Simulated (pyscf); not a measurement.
Optimised with ωB97X-D3(BJ)/def2-SVP in PySCF. Correlated levels are frozen-core, on RHF or UHF. ΔMP2 is the change of the MP2 total energy from the triple- to the quadruple-zeta basis.

Task: Estimate by transition-state theory (the high-pressure limit) the rate constant of H₂C=CH–SiH: [singlet] → cyclic C₂H₄Si (SMILES C1=C[SiH2]1) (singlet surface; C–H broken, H–Si, C–Si formed) at 600 K, with CCSD(T)/def2-TZVPP + ΔMP2(QZVPP) energies (ideal gas, 1 atm, RRHO with modes under 100 cm⁻¹ raised to 100, one conformer, R ln 2 for rigid chiral ones; no tunnelling).

Result: The electronic barrier is 32.6 kcal/mol and the thermal terms add -2.8, so ΔG‡ = 29.8 kcal/mol. With k_BT/h = 1.25e+13 s⁻¹ and RT = 1.192 kcal/mol, k = 1.8e+02 s⁻¹; so small a molecule is far into fall-off at 1 atm, where the true rate is lower. Wigner's tunnelling factor for 851i cm⁻¹ would be 1.17. A shift of 1 kcal/mol in the barrier changes k by a factor 2.3. H₂C=CH–SiH: [singlet] lies 13.0 kcal/mol over its isomer HC≡C–SiH₃, and others may lie lower still (electronic energy, ωB97M-D3(BJ)). cyclic C₂H₄Si (SMILES C1=C[SiH2]1) lies 6.4 kcal/mol over its isomer HC≡C–SiH₃, and others may lie lower still (electronic energy, ωB97M-D3(BJ)). One saddle was located; it need not be the lowest between these sides. The CCSD(T) − MP2 part came from Ansatz, without density fitting, on the same reference.
